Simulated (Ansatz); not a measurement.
`C[NH][Hf]([OH])([NH]C)[NH]C`, 21 atoms. The species carries charge 0 and has multiplicity 1. Correlated methods include outer-core shells of Hf, which these sets cover unevenly. Hf takes the def2 core potential. Hardware: A = 4 threads of an AMD EPYC 7R13 on a shared host and a share of an NVIDIA H100 80 GB; B = 4 threads of an AMD EPYC 7R13 on a shared host. Correlated methods freeze the cores. Open-shell runs search over several starts.

(1) Give the basis size and wall time and peak host memory of each of these runs in Ansatz. UKS r2SCAN-D4/def2-TZVPP energy of the cation [A]; UKS B2PLYP (frozen core)/def2-TZVPP energy of the cation [A]; RKS ωB97M-V/def2-SVP energy [B]; RKS PBE-QIDH (frozen core)/def2-TZVPP energy [A]; UHF-MP2/def2-TZVPP energy of the cation [A]; UHF-MP2/def2-QZVPP energy of the cation [A]; UKS ωB97X-V/def2-TZVPP energy of the cation [A]; RKS ωB97M-V/def2-QZVPP energy [A]; RKS PBE-D4/def2-TZVPP energy and forces [A]; RKS PBE0-D4/def2-TZVP relaxation (75 steps) [A]; UKS B3LYP-D4/def2-TZVPP energy of the cation [A]; UKS PBE-D4/def2-TZVPP energy of the cation [A]. (An estimate is asked.)

## Answers

(1) The calculation gave: Other jobs shared the machine, so times are rough.

```
                                level                        job  functions  wall time  peak host memory (GiB)
                RKS PBE-D4/def2-TZVPP      energy and forces [A]        455      7.5 s                     1.9
RKS PBE-QIDH (frozen core)/def2-TZVPP                 energy [A]        455       11 s                     2.1
                 RKS ωB97M-V/def2-SVP                 energy [B]        195       12 s                     1.9
  UKS B2PLYP (frozen core)/def2-TZVPP   energy of the cation [A]        455       23 s                     2.2
                   UHF-MP2/def2-TZVPP   energy of the cation [A]        455       27 s                     1.9
              UKS B3LYP-D4/def2-TZVPP   energy of the cation [A]        455       29 s                     1.9
             UKS r2SCAN-D4/def2-TZVPP   energy of the cation [A]        455       41 s                     1.9
               RKS ωB97M-V/def2-QZVPP                 energy [A]        870       41 s                     1.9
                UKS PBE-D4/def2-TZVPP   energy of the cation [A]        455       42 s                     1.9
               UKS ωB97X-V/def2-TZVPP   energy of the cation [A]        455       47 s                     1.9
                   UHF-MP2/def2-QZVPP   energy of the cation [A]        870       97 s                     8.1
                RKS PBE0-D4/def2-TZVP  relaxation (75 steps) [A]        335    6.1 min                     1.9
```

B3LYP here is the variant with VWN-RPA as its local correlation; programs differ in this.
